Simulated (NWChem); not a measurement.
System: water (H2O); SMILES O

```xyz
3

O      0.0000     0.0000     0.1326
H      0.7626     0.0000    -0.4646
H     -0.7626     0.0000    -0.4646
```
Atoms are numbered in this order, from 1.

The geometry was optimised at B3LYP/6-31G* (spherical d). Not confirmed as a minimum by frequencies. B3LYP is NWChem's, with the RPA form of VWN correlation.

Problem. Give the principal values of the shielding tensors (ppm) of O1 from B3LYP/6-31G* (spherical d), GIAO (NWChem), with their diamagnetic and paramagnetic parts as GIAO splits them.

Solution. 
| atom | σ11 | σ22 | σ33 | isotropic | diamagnetic | paramagnetic |
|---|---|---|---|---|---|---|
| O1 | 296.0 | 312.7 | 343.6 | 317.5 | 388.9 | -71.4 |
